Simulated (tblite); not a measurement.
Compound: C₆H₁₀OSSi.
SMILES with atom numbers: `[CH:1]#[C:2][C@@H:3]1[CH2:4][S@@:5](=[O:6])[C@@H:7]1[SiH2:8][CH3:9]` (hydrogens: H10 on C1; H11 on C3; H12, H13 on C4; H14 on C7; H15, H16 on Si8; H17, H18, H19 on C9)

Computed with GFN2-xTB (tblite), gas phase: L-BFGS steps from a force-field or distance-geometry start until the largest atomic force falls under 0.01 eV/Å.

Step 36: E = -731.4184 eV
```
atom  x, y, z in Å  |  force x, y, z in eV/Å
C1     -1.1657   -2.2169   -0.7066    0.000  -0.027  -0.018
C2     -1.2061   -1.2288   -0.0323    0.001   0.007   0.024
C3     -1.3178    0.0114    0.7049   -0.015  -0.003  -0.010
C4     -2.0507    1.0463   -0.1500    0.022   0.049  -0.037
S5     -0.4195    1.6664   -0.8145   -0.048  -0.025  -0.035
O6     -0.3228    3.1100   -0.6167    0.019  -0.006   0.015
C7      0.0090    0.7821    0.7739    0.002  -0.043   0.047
Si8     1.6368   -0.1936    0.8573    0.047  -0.031  -0.011
C9      2.1620   -0.6748   -0.8978   -0.001   0.011  -0.015
H10    -1.1184   -3.0915   -1.2836    0.011  -0.023   0.025
H11    -1.7680   -0.1901    1.6829   -0.014  -0.006  -0.007
H12    -2.7341    0.6538   -0.8982   -0.006   0.025  -0.016
H13    -2.5205    1.8340    0.4319   -0.006   0.017   0.010
H14    -0.0530    1.5456    1.5477    0.004   0.004   0.034
H15     1.3923   -1.3839    1.6822   -0.015   0.008   0.007
H16     2.6465    0.6571    1.4945    0.011   0.008   0.010
H17     1.3104   -0.9886   -1.4937   -0.003   0.000  -0.017
H18     2.6341    0.1633   -1.4019   -0.021   0.018  -0.033
H19     2.8758   -1.4925   -0.8873    0.011   0.016   0.027
```

Step 37: E = -731.4191 eV
```
atom  x, y, z in Å  |  force x, y, z in eV/Å
C1     -1.1658   -2.2176   -0.7046   -0.002  -0.041  -0.022
C2     -1.2053   -1.2282   -0.0323   -0.006   0.017   0.037
C3     -1.3185    0.0121    0.7049    0.007  -0.004  -0.009
C4     -2.0496    1.0470   -0.1512    0.031   0.044  -0.037
S5     -0.4164    1.6682   -0.8124   -0.070  -0.038  -0.032
O6     -0.3220    3.1117   -0.6139    0.024   0.001   0.019
C7      0.0093    0.7820    0.7759    0.010  -0.041   0.049
Si8     1.6381   -0.1948    0.8566    0.020  -0.019   0.002
C9      2.1624   -0.6745   -0.8995   -0.012   0.021  -0.005
H10    -1.1200   -3.0945   -1.2783    0.014  -0.018   0.022
H11    -1.7701   -0.1909    1.6823   -0.009   0.002  -0.015
H12    -2.7293    0.6514   -0.9013   -0.012   0.038  -0.016
H13    -2.5221    1.8346    0.4292   -0.002   0.007   0.001
H14    -0.0523    1.5450    1.5505    0.005  -0.004   0.029
H15     1.3860   -1.3857    1.6800    0.001   0.021  -0.002
H16     2.6479    0.6566    1.4947    0.000  -0.008   0.003
H17     1.3109   -0.9904   -1.4943   -0.004  -0.022  -0.010
H18     2.6268    0.1660   -1.4066    0.000   0.016  -0.023
H19     2.8802   -1.4890   -0.8872    0.003   0.027   0.009
```

**Question.** Estimate the geometry and energy of step 38. (The exact step hangs on the optimiser's Hessian estimate; all steps are aligned on step 37, rigid shifts and turns removed.)

**Answer.** E = -731.4197 eV, largest force 0.067 eV/Å
```
atom  x, y, z in Å  |  force x, y, z in eV/Å
C1     -1.1659   -2.2183   -0.7027   -0.003  -0.037  -0.014
C2     -1.2047   -1.2278   -0.0319   -0.011   0.011   0.031
C3     -1.3190    0.0127    0.7048    0.019  -0.003  -0.008
C4     -2.0482    1.0483   -0.1530    0.023   0.022  -0.019
S5     -0.4146    1.6695   -0.8109   -0.055  -0.037  -0.011
O6     -0.3205    3.1129   -0.6112    0.024  -0.003   0.018
C7      0.0097    0.7812    0.7787    0.010  -0.021   0.026
Si8     1.6397   -0.1962    0.8561   -0.012   0.001   0.010
C9      2.1626   -0.6738   -0.9012   -0.017   0.027   0.000
H10    -1.1212   -3.0975   -1.2730    0.016  -0.016   0.019
H11    -1.7722   -0.1918    1.6814   -0.009   0.012  -0.020
H12    -2.7253    0.6502   -0.9043   -0.012   0.048  -0.014
H13    -2.5234    1.8351    0.4267    0.003   0.000  -0.008
H14    -0.0518    1.5445    1.5537    0.006  -0.017   0.018
H15     1.3799   -1.3872    1.6779    0.016   0.025  -0.006
H16     2.6491    0.6564    1.4947   -0.007  -0.022  -0.001
H17     1.3114   -0.9925   -1.4951   -0.003  -0.037  -0.001
H18     2.6203    0.1687   -1.4112    0.014   0.012  -0.013
H19     2.8842   -1.4851   -0.8869   -0.003   0.035  -0.008
```

The energy changes by -0.0006 eV. The first-order estimate −F·Δx gives -0.0008 eV and the mean of the old and new forces, exact on a quadratic surface, -0.0006 eV. The step makes an angle of 74° with the force vector and moves no atom by more than 0.008 Å.

The cost below is that of the whole relaxation. The run took 0.85 s wall on Arm Neoverse V1, one thread, no GPU, shared host with 32 logical CPUs at a one-minute load of 24.
